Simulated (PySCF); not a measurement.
Cartesian coordinates (Å):
SMILES: [Si](S)(S)S
```xyz
7

S      1.4461    -0.7576     1.8143
Si     0.0910    -0.4052     0.1832
S     -1.8045    -0.9047     1.0954
S      0.4207     1.6528    -0.4232
H      2.4431    -0.0587     1.2189
H     -2.4431    -1.0048    -0.0948
H     -0.1533     1.4782    -1.6382
```
Charge 0, spin multiplicity 2.

Problem. What is the computed total energy, dipole moment and highest occupied spin orbital (PBE-D3(BJ)/def2-TZVP in PySCF)?

Solution. 
```yaml
total_energy: -1485.3247 Ha
dipole_moment: 1.79 D
highest_occupied_spin_orbital: -4.98 eV
```
